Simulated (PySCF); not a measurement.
Cost of one run: excited-state job, cyclohexanol, `OC1CCCCC1`.

Method: TDDFT B3LYP/def2-SVPD, vertical, gas phase, core orbitals frozen in the response (PySCF 2.14.0, density-fitted response routines). Geometry: GFN2-xTB. Work: 8 singlets by full TDDFT, 3 Tamm–Dancoff triplets, polarisability, density fitting. The input is one job of a driver script: a line of settings, then coordinates in Å.

Input:
```
{"job": {"kind": "uv", "xc": "B3LYP", "basis": "def2-SVPD", "nstates": 8, "ntriplets": 3}, "charge": 0, "multiplicity": 1}
O      2.504494     0.837175     0.145365
C      1.175428     0.443104     0.411761
C      0.159865     1.339374    -0.303295
C     -1.265511     0.925346     0.048509
C     -1.505513    -0.535829    -0.319513
C     -0.496643    -1.434789     0.389379
C      0.928940    -1.021453     0.037335
H      2.662708     0.752272    -0.802023
H      1.066675     0.563346     1.495191
H      0.309358     1.255551    -1.384142
H      0.334679     2.379052    -0.020528
H     -1.426554     1.060033     1.120314
H     -1.975511     1.564670    -0.479798
H     -2.520764    -0.827123    -0.043251
H     -1.405253    -0.658995    -1.400678
H     -0.638659    -1.356940     1.469649
H     -0.658525    -2.476140     0.103639
H      1.091845    -1.147543    -1.037557
H      1.649135    -1.651860     0.562182
```

Hardware: x86-64 server, one thread, no GPU, shared host.

Task: How large is the basis?

Result: 239 functions for 56 electrons, with 807 fitting functions; the fitted three-index integrals, 807 × 239 × 240/2 numbers of 8 bytes, come to 180 MiB.

Task: Which is nearest to the wall time?
A. 5.8 min
B. 5.5 s
C. 44 s

Result: C. The run took 44 s. The SCF took 14 cycles.

Other jobs ran on the host; a repeat could differ by tens of per cent or more.

The run converged: HOMO -7.32 eV, LUMO 0.43 eV; lowest singlet 6.66 eV; lowest triplet 6.44 eV (Tamm–Dancoff); mean polarisability 74.4 au.
